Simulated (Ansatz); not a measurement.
Basis-set extrapolation for C₂H₇BFNSi, SMILES `C=CB(N)[SiH2]F` (PBE0-D4/def2-TZVP geometry, frozen core, the Gaussian-basis code of Ansatz). Multiplicity 1, RHF reference.

```tsv
	def2-TZVPP	def2-QZVPP
HF	-547.521889	-547.543176
MP2 correlation	-1.002314	-1.078184
CCSD(T) correlation	-1.091566	not run
```

Energies in hartree. Use E(X) = E(∞) + A·exp(−7.88·√X) for Hartree–Fock and E(X) = E(∞) + B·X^(−2.97) for correlation, with X = 3 and 4, and add CCSD(T) minus MP2 of the smaller set to the MP2 limit.

Q: What is the CCSD(T) energy at the basis-set limit?

A: HF limit: -547.543176 + (-0.021287) × 0.13774 = -547.54611. MP2 limit: -1.078184 + (-0.075870) × 0.74074 = -1.13438. Higher-order term: -1.091566 − (-1.002314) = -0.08925. Total: -548.76974 hartree, 410.3 kJ/mol below CCSD(T)/def2-TZVPP.
